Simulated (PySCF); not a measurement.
C5H8BFO2.
SMILES with atom numbers: `[F:1][C@@H:2]1[CH2:3][O:4][B:5]([CH:6]2[CH2:7][CH2:8]2)[O:9]1` (hydrogens: H10 on C2; H11, H12 on C3; H13 on C6; H14, H15 on C7; H16, H17 on C8)

Level: PBE0/def2-SVPD in PySCF, non-relativistic, on one gas-phase PBE0-D3(BJ)/def2-SVP geometry that isn't relaxed in the solvent. The solvent is an IEF-PCM continuum (cavity from Bondi-type radii × 1.2), and excitations are vertical TDDFT with non-equilibrium linear response and a frozen core. Only the electrostatic response of the medium enters.

Gas-phase singlets (H = HOMO, L = LUMO):

| state | E (eV) | λ (nm) | f | leading configuration |
| --- | --- | --- | --- | --- |
| S1 | 7.816 | 159 | 0.051 | H→L 91% |
| S2 | 7.983 | 155 | 0.010 | H-1→L 56% |
| S3 | 8.091 | 153 | 0.286 | H→L+1 84% |
| S4 | 8.157 | 152 | 0.004 | H-1→L+1 55% |
| S5 | 8.196 | 151 | 0.007 | H-2→L 79% |

What are the lowest 5 singlets in acetonitrile (ε = 35.69)?

| state | E (eV) | λ (nm) | f | leading configuration | change by rank (eV) |
| --- | --- | --- | --- | --- | --- |
| S1 | 7.827 | 158 | 0.030 | H→L 93% | +0.011 |
| S2 | 7.972 | 156 | 0.249 | H→L+1 66% | -0.011 |
| S3 | 8.014 | 155 | 0.160 | H-1→L+1 61% | -0.077 |
| S4 | 8.117 | 153 | 0.003 | H-1→L 76% | -0.040 |
| S5 | 8.251 | 150 | 0.006 | H-2→L 87% | +0.055 |

How do the frontier levels move from gas to acetonitrile?

```tsv
orbital	gas (eV)	solvent (eV)	change (eV)	Löwdin shares, gas	Löwdin shares, solvent
LUMO+2	1.15	1.33	+0.18	C8 13 %, H17 12 %, H13 8 %, H10 7 %	O9 16 %, O4 14 %, C7 10 %, H15 9 %
LUMO+1	0.75	0.75	0.00	B5 30 %, O4 15 %, O9 10 %, C7 9 %	B5 28 %, O4 17 %, O9 12 %, C7 9 %
LUMO	0.40	0.51	+0.11	B5 34 %, C3 11 %, H12 9 %, O4 8 %	B5 42 %, O4 9 %, C3 8 %, O9 6 %
HOMO	-8.44	-8.39	+0.05	C6 33 %, C7 20 %, C8 15 %, O4 12 %	C6 32 %, C7 20 %, C8 15 %, O4 13 %
HOMO-1	-8.62	-8.58	+0.04	C8 35 %, C7 28 %, C6 17 %, B5 5 %	C8 35 %, C7 29 %, C6 17 %, B5 5 %
HOMO-2	-9.00	-8.96	+0.04	O4 34 %, O9 26 %, C3 8 %, B5 6 %	O4 32 %, O9 23 %, C3 9 %, B5 6 %
HOMO-3	-9.54	-9.48	+0.06	F1 22 %, C2 19 %, C3 18 %, O4 15 %	C2 20 %, F1 20 %, C3 18 %, O4 14 %
```

The HOMO–LUMO gap goes from 8.85 to 8.90 eV. Rows go by rank; for LUMO+2 the atom shares or the degeneracy differ between the runs, so the row needn't follow one orbital.

On Arm Neoverse V1, one thread, shared host, this took 49 s and 1.1 GiB of memory at its peak. This is the whole response run at PBE0/def2-SVPD in acetonitrile, SCF included.

The values belong to the conformer `[F:1][C@@H:2]1[CH2:3][O:4][B:5]([CH:6]2[CH2:7][CH2:8]2)[O:9]1`: O4–B5–C6–C7 -143°.
